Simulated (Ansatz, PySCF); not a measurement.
Species: C$_{2}$HF$_{4}$, net charge 0, doublet state. It need not be the lowest isomer of its formula. SMILES: F[CH]C(F)(F)F
Structure (B3LYP-D3(BJ)/def2-TZVP (Ansatz, an electronic-structure program) minimum search):
```
C
F 1 1.3438
F 1 1.3439 2 108.66
F 1 1.3540 2 106.64 3 115.73
C 1 1.4864 2 112.03 4 123.61
F 5 1.3270 1 115.84 2 -55.85
H 5 1.0801 6 116.75 1 155.98
```
Charge 0, spin multiplicity 2.

Wanted: atomisation energy (electronic, to ground-state atoms), in kJ/mol. Valence correlation only, unless marked. Open shells are spin-unrestricted. Spin-orbit coupling is left out. Non-relativistic. The coupled-cluster limit lacks core correlation, which all-electron functionals hold. CBS marks a two-point X^-3 extrapolation of the correlation energy; Hartree-Fock from the larger set. The bracket is a focal-point correction in the basis named.

| level | program | atomisation energy (kJ/mol) |
|---|---|---|
| HF/cc-pVQZ | Ansatz | 1846.4 |
| HF-D3(BJ)/def2-TZVPD | PySCF + dftd3 | 1923.2 |

### Question
What does RI-MP2/CBS(cc-pVTZ,cc-pVQZ)+[CCSD(T)-MP2]/cc-pVTZ (Ansatz) give?

### Answer
2722.7 kJ/mol, so HF-D3(BJ)/def2-TZVPD differs from it by -799.5 kJ/mol.
